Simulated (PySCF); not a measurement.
Compound: C2H10BNSi.
SMILES with atom numbers: `[CH3:1][SiH:2]([CH3:3])[BH:4][NH2:5]` (hydrogens: H6, H7, H8 on C1; H9 on Si2; H10, H11, H12 on C3; H13 on B4; H14, H15 on N5)

Method: PBE0-D3(BJ)/def2-SVP geometry optimisation, gas phase (PySCF).

Question: What internal coordinates does the optimisation give?

Answer: 
| bond | length (bohr) |
| --- | --- |
| C1–Si2, Si2–C3 | 3.575 |
| Si2–B4 | 3.822 |
| B4–N5 | 2.626 |
| C1–H6 and 5 like bonds | 2.081 |
| Si2–H9 | 2.852 |
| B4–H13 | 2.297 |
| N5–H14, N5–H15 | 1.914 |

Bonds in one row agree within 0.02 bohr and their mean is given. A selection of angles:
| angle | degrees |
| --- | --- |
| Si2–C1–H6 | 111.2 |
| Si2–C1–H7 | 110.4 |
| H6–C1–H7 | 108.0 |
| C1–Si2–C3 | 108.9 |
| C1–Si2–B4 | 110.8 |
| C1–Si2–H9 | 108.0 |
| B4–Si2–H9 | 109.9 |
| Si2–B4–N5 | 121.6 |
| Si2–B4–H13 | 121.3 |
| N5–B4–H13 | 117.1 |
| B4–N5–H14 | 123.5 |
| H14–N5–H15 | 113.4 |

Torsions: C1–Si2–B4–N5 -119° (anticlinal).

B4 (three-coordinate boron) is planar (angles 121.6°, 121.3° and 117.1°, sum 360.0°, 0.00 Å off the plane of its three neighbours). N5 (boron-bound nitrogen) is planar (angles 123.5°, 123.1° and 113.4°, sum 360.0°, 0.00 Å off the plane of its three neighbours). Si2 (SiH silicon) is tetrahedral (angles from 107.9° to 111.2°).

Point group: Cs (every atom within 0.08 Å of its image). No PBE0-D3(BJ)/def2-SVP frequencies stand behind this structure, so it isn't proved a minimum. One conformer, not necessarily the lowest.

Hardware: one thread of an Arm Neoverse V1 (shared host). Cost: 59 s of wall time, 0.52 GiB resident at most. This is the geometry optimisation.
